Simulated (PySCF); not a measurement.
**The third ionisation energy along the 4d series**

Calculated with PySCF 2.14 from differences of total energies of unrestricted determinants, without spin-orbit coupling. Values in eV. The last column holds reference values (NIST; (s) semi-empirical, (t) theoretical, else measured). Unmarked ones compare directly (S terms, centres of terms, or small fine structure); those marked * lie between the lowest fine-structure levels and include a spin-orbit shift.

```json
{"element": "Zr (def2-SVP with the def2 core potential (28 electrons), ECP)", "configurations": "[Kr] 4d2 → [Kr] 4d1", "UHF": "22.472", "MP2 (valence)": "22.524", "SCS-MP2 (valence)": "22.489", "reference": "23.170 (s) *"}
{"element": "Mo (def2-SVP with the def2 core potential (28 electrons), ECP)", "configurations": "[Kr] 4d4 → [Kr] 4d3", "UHF": "26.260", "MP2 (valence)": "26.598", "SCS-MP2 (valence)": "26.373", "reference": "27.13 ± 0.12 (s) *"}
{"element": "Tc (def2-SVP with the def2 core potential (28 electrons), ECP)", "configurations": "[Kr] 4d5 → [Kr] 4d4", "UHF": "29.056", "MP2 (valence)": "29.477", "SCS-MP2 (valence)": "29.196", "reference": "29.55 (s) *"}
{"element": "Rh (def2-SVP with the def2 core potential (28 electrons), ECP)", "configurations": "[Kr] 4d7 → [Kr] 4d6", "UHF": "30.059", "MP2 (valence)": "30.741", "SCS-MP2 (valence)": "30.831", "reference": "31.06 (s) *"}
{"element": "Ag (def2-SVP with the def2 core potential (28 electrons), ECP)", "configurations": "[Kr] 4d9 → [Kr] 4d8", "UHF": "33.536", "MP2 (valence)": "34.590", "SCS-MP2 (valence)": "34.498", "reference": "34.8 ± 0.3 (s) *"}
```

"Valence" correlates the outer s and p shells and, in groups 3 to 12 and the f block, the outer d or f shell, open or full, or the next shell where the ion has no valence electron left; the wider scheme adds the next inner shell.
